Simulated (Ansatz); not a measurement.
Ansatz (an electronic-structure program) input (B97M-V/def2-TZVPD):

Ansatz 0.2 input:
```yaml
crystal:
  periodic: [false, false, false]
  atoms:
    - {symbol: C, position_ang: [-0.10139140, -2.24027687, 0.39965822]}
    - {symbol: Si, position_ang: [0.59480577, -0.85719434, -0.70987453]}
    - {symbol: C, position_ang: [2.29567262, -0.41151975, 0.02579908]}
    - {symbol: Si, position_ang: [-0.75409174, 1.08337975, -0.97297905]}
    - {symbol: Cl, position_ang: [-0.99804112, 1.32285014, 1.28047472]}
    - {symbol: H, position_ang: [0.62413331, -3.03934149, 0.58545565]}
    - {symbol: H, position_ang: [-0.39786844, -1.80776127, 1.35807219]}
    - {symbol: H, position_ang: [-0.99257795, -2.68015886, -0.05403462]}
    - {symbol: H, position_ang: [0.90403328, -1.52339062, -2.03076659]}
    - {symbol: H, position_ang: [2.82737802, 0.28761131, -0.62456801]}
    - {symbol: H, position_ang: [2.14857171, 0.08199939, 0.99000536]}
    - {symbol: H, position_ang: [2.93026840, -1.28949671, 0.18041953]}
    - {symbol: H, position_ang: [-2.01292280, 0.22626970, -1.16544719]}
basis:
  gaussian:
    orbitals: def2-TZVPD
hamiltonian:
  xc: {name: B97M-V}
total_charge: -1
output: {forces: true}
```

End of the output:

```
integrals: 0.32 GiB planned
1586 factors; their error is unknown
0.51 GiB of the device are held for the grids
1.71 GiB of device memory are held for the factors and their scratch space
mean field: 2.10 GiB planned
mean field evaluation 1: about -30472.2389 eV, gradient 5.6e1 eV
mean field evaluation 2: about -30465.7652 eV, gradient 7.0e1 eV
mean field evaluation 4: about -30479.7136 eV, gradient 4.2e0 eV
mean field evaluation 8: about -30479.7841 eV, gradient 4.1e-2 eV
mean field evaluation 16: about -30479.7457 eV, gradient 2.8e-4 eV
mean field -30479.74571561 eV, -1120.1099951349 hartree, gradient 6.9e-5 eV, S^2 0.000000; 0 other end points of the search recorded, 0 dependent functions left out
the calculation of the forces begins
reference -30479.74581662 eV, -1120.1099988472 hartree; 33, 33 occupied and 245, 245 virtual orbitals, 1586 factors
Total energy: -30479.74581662 eV, -1120.1099988472 hartree
Atom 0 at    -0.101391    -2.240277     0.399658 Å, force     0.013866     0.080477    -0.078888 eV/Å
Atom 1 at     0.594806    -0.857194    -0.709875 Å, force     0.000823     0.053260     0.301369 eV/Å
Atom 2 at     2.295673    -0.411520     0.025799 Å, force    -0.099579    -0.002432    -0.063353 eV/Å
Atom 3 at    -0.754092     1.083380    -0.972979 Å, force     0.161317     0.017906     0.207070 eV/Å
Atom 4 at    -0.998041     1.322850     1.280475 Å, force     0.033260    -0.034404    -0.202366 eV/Å
Atom 5 at     0.624133    -3.039341     0.585456 Å, force    -0.079017     0.078469    -0.008433 eV/Å
Atom 6 at    -0.397868    -1.807761     1.358072 Å, force     0.027147    -0.066380    -0.080478 eV/Å
Atom 7 at    -0.992578    -2.680159    -0.054035 Å, force     0.099251     0.038209     0.067903 eV/Å
Atom 8 at     0.904033    -1.523391    -2.030767 Å, force     0.014456    -0.041361    -0.119061 eV/Å
Atom 9 at     2.827378     0.287611    -0.624568 Å, force    -0.045577    -0.080326     0.088758 eV/Å
Atom 10 at     2.148572     0.081999     0.990005 Å, force     0.038062    -0.050123    -0.086652 eV/Å
Atom 11 at     2.930268    -1.289497     0.180420 Å, force    -0.063651     0.099100    -0.008228 eV/Å
Atom 12 at    -2.012923     0.226270    -1.165447 Å, force    -0.100360    -0.092395    -0.017642 eV/Å
Dipole moment:     0.495737    -0.665289     0.266687 e Å
```

It need not be the lowest isomer of its formula. Whether it binds its extra electron was not tested at this geometry.
